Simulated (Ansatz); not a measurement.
Reaction (isomerisation): `OC[SiH2]S` → `CS[SiH2]O`

Computed with Ansatz on PBE0-D4/def2-TZVP structures; ΔE is electronic, products minus reactants. CBS: MP2 limit from def2 TZ/QZ plus the TZ coupled-cluster correction, frozen cores. DFT in def2-TZVPP. Each species was taken in one conformer, which may not be the lowest.

```tsv
level	ΔE (eV)
revPBE-D4	-1.51
CAM-B3LYP-D4	-1.58
BHLYP	-1.61
CAM-B3LYP	-1.57
```

(1) What does CCSD(T)/CBS give? (Estimate.)

Largest T1 diagnostic among the species: 0.011.

## Answers

(1) Computed: -1.62 eV. The listed levels differ from it by 0.11, 0.04, 0.01, 0.05 eV.

Leaving LDA and LC-ωPBE aside and taking each functional with its dispersion term where it has one, the values, not all of them listed here, spread over 0.11 eV, from B2PLYP to PBE-D4. From BLYP to BHLYP (50 % exact exchange), in def2-TZVPP and without D4, ΔE moves by −0.06 eV.
